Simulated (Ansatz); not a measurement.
The cluster Mg₂S₃, relaxed as a singlet with RKS PBE0-D4/def2-SVP in Ansatz, starting from the GFN2-xTB geometry. Force threshold 0.02 eV/Å.

The structure comes from a short search, and lower isomers may exist.

Start:

```xyz
5

Mg   -2.8376   -1.1536    0.0576
Mg    1.2401    0.4793   -0.0678
S    -1.2308    0.5904   -0.3479
S     3.2863    1.3672   -0.0273
S    -0.4580   -1.2833    0.3854
```

```tsv
step	energy (eV)	largest force component (eV/Å)	SCF passes
1	-43364.9458	1.300	62
2	-43365.0250	0.492	33
3	-43365.0501	0.066	34
4	-43365.0604	0.089	37
5	-43365.0938	0.319	41
6	-43365.1512	0.562	40
7	-43365.2296	0.332	37
8	-43365.2986	0.214	41
9	-43365.3390	0.211	36
10	-43365.3417	0.796	54
11	-43365.3773	0.158	47
12	-43365.4140	0.464	56
13	-43365.5002	0.359	51
14	-43365.6139	0.436	35
15	-43365.7836	0.583	34
16	-43366.0540	0.801	31
17	-43366.4583	1.077	28
18	-43366.9908	1.348	27
19	-43367.5911	1.577	25
20	-43368.1184	0.686	24
21	-43368.1539	0.749	24
22	-43368.1822	0.031	26
23	-43368.1823	0.005	27
```

Force components are those of the run's own axes.

End:

| atom | x (Å) | y (Å) | z (Å) |
| --- | --- | --- | --- |
| Mg1 | -0.394 | -0.445 | -1.238 |
| Mg2 | 0.922 | 0.570 | 0.842 |
| S3 | -1.560 | 0.731 | 0.630 |
| S4 | 1.772 | 0.419 | -1.326 |
| S5 | -0.740 | -1.275 | 1.092 |

Bonds formed: Mg1–S4 (atoms count from 1). Metal–metal contacts that move far: Mg1–Mg2 4.39 to 2.66 Å. The end is the same structure that another start reached, the lowest one found.

No frequencies were taken in this run, so the end may be a saddle point.

Run time 28 s (4 threads of Arm Neoverse V1 on a shared host).
